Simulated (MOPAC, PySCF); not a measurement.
C11H10O, SMILES `COc1ccc2-c(ccc2)cc1` (C–O–C–C torsion 0°), neutral singlet in the gas phase. 

Z-matrix (Å, degrees):
```
C
C 1 1.3881
C 1 1.3958 2 130.38
H 3 1.0902 1 115.01 2 -180.00
H 1 1.0958 2 114.89 3 -180.00
C 3 1.4015 4 116.52 1 -180.00
O 6 1.3479 3 120.60 4 0.00
C 7 1.4007 6 121.18 3 0.00
H 8 1.0973 7 106.26 6 -180.00
H 8 1.1037 9 108.83 7 120.70
H 8 1.1037 9 108.83 10 118.60
C 2 1.4104 1 126.05 5 0.00
H 12 1.0901 2 125.15 1 0.00
C 12 1.3976 13 126.60 2 180.00
H 14 1.0912 12 125.25 13 0.00
C 14 1.4081 15 125.10 12 -180.00
H 16 1.0902 14 126.35 15 0.00
C 16 1.4003 17 125.24 14 180.00
C 18 1.3979 16 126.44 17 0.00
C 19 1.3829 18 129.84 16 180.00
H 20 1.0926 19 117.43 18 180.00
H 19 1.0955 20 115.11 21 0.00
```
Charge 0, multiplicity 1.

All levels are single points at this geometry (PBE0-D4/def2-SVP); Pople sets use spherical d functions. Orbital energies aren't observables, and empty levels follow the basis.

| level | HOMO (eV) | LUMO (eV) | gap (eV) | dipole (D) | vertical IE, Delta-SCF (eV) |
|---|---|---|---|---|---|
| PBE-D3(BJ)/def2-TZVP in PySCF | -4.75 | -2.46 | 2.29 | 2.82 | 7.11 |
| PBE0-D4/def2-TZVP in PySCF | -5.58 | -1.75 | 3.83 | 2.83 | 7.14 |
| B3LYP/3-21G in PySCF | -5.11 | -1.51 | 3.60 | 3.06 | – |
| HF/3-21G in PySCF | -7.01 | 1.76 | 8.77 | 3.13 | – |
| PM6 in MOPAC | -8.07 | -0.80 | 7.27 | 3.48 | – |
| PM7 in MOPAC | -8.13 | -0.94 | 7.19 | 3.54 | – |
